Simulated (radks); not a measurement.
Numerical settings for the dysprosium ion Dy52+, [Ne] 3s2 3p2. Method: Dirac Kohn-Sham, PBEsol, spin-unpolarised, spherical densities, point nucleus; open shells fill j = l - 1/2 first; computed with a radial shooting solver on a logarithmic mesh with Libxc functionals. The defaults (mesh step 0.008 in ln r, mesh end at 40 bohr or more with all orbitals vanishing there, Anderson mixing 0.5 over 9 steps, residual threshold near 1e-9 with the energy settled to 1e-9 hartree or 1e-11 of itself, here a cap of 58 iterations) give E = -9367.4479 hartree and 3p1/2 at -4902.5 eV in 13 iterations. Run on one thread of a shared host, so times are rough (Intel(R) Xeon(R) Platinum 8488C): 0.11 s of CPU time, 0.11 s wall, 13 iterations on 2476 mesh points. Changes against that run (0 stands for a change within the tolerance of the run):

setting                     iterations  converged  E (mhartree)  e(3p1/2) (meV)  CPU (s)
mesh step in ln r 0.003             13        yes             0               0     0.25
mesh step in ln r 0.12              58         no      diverged               -     0.22
mesh step in ln r 0.05              13        yes       +0.0609          +0.359     0.03
mesh end (bohr) 2                   13        yes             0               0      0.1
mesh end (bohr) 12                  13        yes             0               0      0.1
residual threshold 0.001             7        yes             0          -0.392     0.08
residual threshold 1e-05             7        yes             0          -0.392     0.08
mixing 0.2                          15        yes             0               0     0.12
linear mixing, mixing 0.05          58         no         +42.6       -4.69e+04     0.39
linear mixing, mixing 1             11        yes             0               0     0.09
mixing history 3                    12        yes             0               0      0.1
iteration cap 5                      5         no             0             +49     0.04

No run marked as converged misses the energy by more than 1 mhartree. A mesh that ends early acts as a hard wall.
